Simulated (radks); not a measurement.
Results of a calculation; reference values are marked as such.
Effect of the nuclear size on the ruthenium ion Ru3+, [Kr] 4d5. Code: a radial shooting solver on a logarithmic mesh with Libxc functionals. Model: Dirac Kohn-Sham, LDA (Slater exchange, Perdew-Wang correlation), spin-unpolarised, spherical densities, finite nucleus; open shells fill j = l - 1/2 first; Fermi nuclear charge, rms radius 4.4809 fm. The rms radius is varied about that value; shifts are against it.

| rms radius (fm) | total energy shift (eV) | density at nucleus (e/bohr^3) | 1s1/2 shift (meV) | 2s1/2 shift (meV) | 4s1/2 shift (meV) | 4p1/2 shift (meV) | 5s1/2 (empty) shift (meV) |
|---|---|---|---|---|---|---|---|
| 3.7326 | -0.595 | 1.12e+05 | -251 | -27.3 | -0.897 | 0.054 | -0.151 |
| 4.1448 | -0.279 | 1.106e+05 | -118 | -12.8 | -0.421 | 0.025 | -0.071 |
| 4.4809 | 0 | 1.096e+05 | 0.000 | 0.000 | 0.000 | 0.000 | 0.000 |
| 4.799 | 0.282 | 1.087e+05 | 119 | 13.0 | 0.425 | -0.025 | 0.071 |
| 5.3188 | 0.779 | 1.074e+05 | 329 | 35.8 | 1.17 | -0.070 | 0.198 |

Slopes of the eigenvalues against <r^2> in GHz/fm^2, as finite differences over the two radii next to the reference (eigenvalue slopes, not the field-shift constants of lines): 1s1/2 9790, 2s1/2 1070, 4s1/2 34.9, 4p1/2 -2.09, 5s1/2 (empty) 5.88.
